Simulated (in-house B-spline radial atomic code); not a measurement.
Ionising Te²⁺ with different functionals

Computed with an all-electron radial atomic-structure program (B-spline basis): scalar-relativistic (spin-free X2C) Hamiltonian, Fermi nucleus of rms radius 4.7423 fm, spin-polarised at highest spin, spherical fractional occupations for the functionals, the average over the highest-spin determinants for Hartree-Fock. The ionisation energy is the difference of two self-consistent energies, [Kr] 4d10 5s2 5p2 → [Kr] 4d10 5s2 5p1, without Breit or QED terms; ε is the level of the shell that loses the electron (its least bound occupied spin orbital). There is no spin-orbit coupling in this Hamiltonian.

Hybrids are left out here: with spherical fractional occupations of an open shell their exact exchange keeps a self-interaction that integer-occupation calculations don't have.

```
           method          rung  ΔSCF (eV)  -ε(5p) (eV)
     Hartree-Fock  Hartree-Fock      26.96        27.24
         LDA VWN5           LDA      27.76        23.20
         LDA PW92           LDA          ?            ?
LDA exchange-only           LDA      26.69        22.20
              PBE           GGA          ?            ?
           PBEsol           GGA      27.61        23.10
             BLYP           GGA      27.38        22.81
             RPBE           GGA      27.48        23.02
             PW91           GGA      27.63        23.13
             BP86           GGA      27.69        23.17
             AM05           GGA      27.57        23.06
             OLYP           GGA      27.43        22.96
             TPSS      meta-GGA      27.56        23.12
             SCAN      meta-GGA      27.81        23.41
           r2SCAN      meta-GGA      27.81        23.42
          revTPSS      meta-GGA      27.58        23.15
```

Q: What does PBE give?

A: ΔSCF 27.54 eV, and -ε(5p) = 23.06 eV.

Q: What does LDA PW92 give?

A: ΔSCF 27.75 eV, and -ε(5p) = 23.19 eV.

Q: How do they compare with the NIST value?

A: NIST lists 27.84 eV ± 0.04 (measured, ground level to ground level). Errors run from -1.15 to -0.03 eV; SCAN is closest (-0.03 eV), though others lie within the uncertainty of it, and part of that can be cancellation, since the calculations leave out spin-orbit coupling, Breit-QED terms, multiplet and fine-structure energies. Hartree-Fock also lacks correlation.
